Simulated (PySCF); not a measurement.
## A single-point calculation

DyOCl (singlet in the valence; each metal's 4f electrons, 9 of them, lie in its core potential, out of spins and levels). PySCF 2.14.0, RKS B3LYP, Dy lcecp-1-SVP with ECP55, O def2-SVP, Cl def2-SVP; non-relativistic Hamiltonian with scalar-relativistic core potentials where named; density fitting; no spin-orbit coupling. Purpose: level B3LYP.

```python
mol = gto.M(atom='''
Dy     0.24324     0.00000    -0.38866
O      1.74758     0.00000     0.62362
Cl    -1.92654     0.00000     0.88555''',
    basis={'Dy': 'lcecp-1-SVP', 'O': 'def2-SVP', 'Cl': 'def2-SVP'},
    ecp={'Dy': 'lcecp-1-SVP'},
    charge=0, spin=0)
mf = dft.RKS(mol, xc='B3LYP')
mf.grids.atom_grid = (75, 302)  # f atoms: unpruned, at least (60, 302)
mf = mf.density_fit()  # fitting sets: Dy AutoAux, O def2-universal-JKFIT, Cl def2-universal-JKFIT
mf.conv_tol = 1e-08; mf.max_cycle = 55
mf.kernel(dm0)  # dm0: converged density of the relaxed state
mf.nuc_grad_method().kernel()
```

Run from Python with OMP_NUM_THREADS=2; the lines above give its settings. Where DIIS fails, smearing, a level shift and second-order steps follow.
It took 1.7 s on 2 threads of Arm Neoverse V1 (shared host), from an already converged density.

(1) Where do the frontier levels lie, over both spins?

(2) What are the Mulliken charges and spins?

(3) What forces act on the atoms (eV/Å)?

The geometry was relaxed with PBE0 (Dy lcecp-1-SVP with ECP55, O def2-SVP, Cl def2-SVP).

An lcecp potential fixes the number of 4f electrons, so in runs with it no electron can move into or out of that shell.

## Answers

(1) HOMO -6.74 eV, LUMO -2.88 eV. The 4f levels lie in the core potential and are missing.

(2) 
```tsv
atom	charge (e)	spin (e)
Dy1	0.754	0.000
O2	-0.393	0.000
Cl3	-0.361	0.000
```
The spin of the 4f electrons in the core isn't counted.

(3) 
```
Dy  -0.35  0.00 -0.44
O    0.49  0.00  0.35
Cl  -0.15  0.00  0.10
```
Forces carry noise of the integration grid, about 0.01 to 0.03 eV/Å.
